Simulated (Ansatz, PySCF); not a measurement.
Molecule: sum formula SiHCl (charge +1, doublet). 
Coordinates optimised at B3LYP-D3(BJ)/def2-TZVP (Ansatz, an electronic-structure program):
```xyz
3

Si     0.8020    -0.1976     0.6060
H      2.0633    -0.5101    -0.1563
Cl    -0.7818     0.1927    -0.4898
```
Charge +1, spin multiplicity 2.

Total electronic energies in hartree. Valence correlation only, unless marked. Open shells are spin-unrestricted. Spin-orbit coupling is left out. Non-relativistic. Basis-set limits of correlation are two-point, X^-3; Hartree-Fock from the larger set. The bracket is a focal-point correction in the basis named.

```tsv
level	program	energy (Eh)
HF/def2-QZVPPD	Ansatz	-748.75272
HF-D4/def2-TZVPD	PySCF + dftd4	-748.73677
TPSS-D4/def2-TZVPD	PySCF + dftd4	-750.01985
M06-L-D4/def2-TZVPD	PySCF + dftd4	[?]
r2SCAN-D4/def2-TZVPD	Ansatz + dftd4	-749.91450
PBE0/6-31G*	Ansatz	-749.63304
MP2/STO-3G	Ansatz	-740.54914
MP2/cc-pV(T+d)Z	Ansatz	-749.00424
MP2/cc-pVTZ	Ansatz	-749.00030
MP2/cc-pV(Q+d)Z	Ansatz	-749.03569
SCS-MP2/6-31G*	Ansatz	-748.84445
CCSD(T)/cc-pwCVTZ	Ansatz	-749.05086
CCSD(T)/def2-TZVPPD	Ansatz	-749.03444
RI-MP2/CBS(def2-TZVPPD,def2-QZVPPD)+[CCSD(T)-MP2]/def2-SVPD	Ansatz	-749.0882
CCSD(T)/CBS(aug-cc-pV(T+d)Z,aug-cc-pV(Q+d)Z)	Ansatz	-749.0949
```

**Question.** Some entries are withheld; supply them.

**Answer.** 
- M06-L-D4/def2-TZVPD, energy (Eh): -749.96301
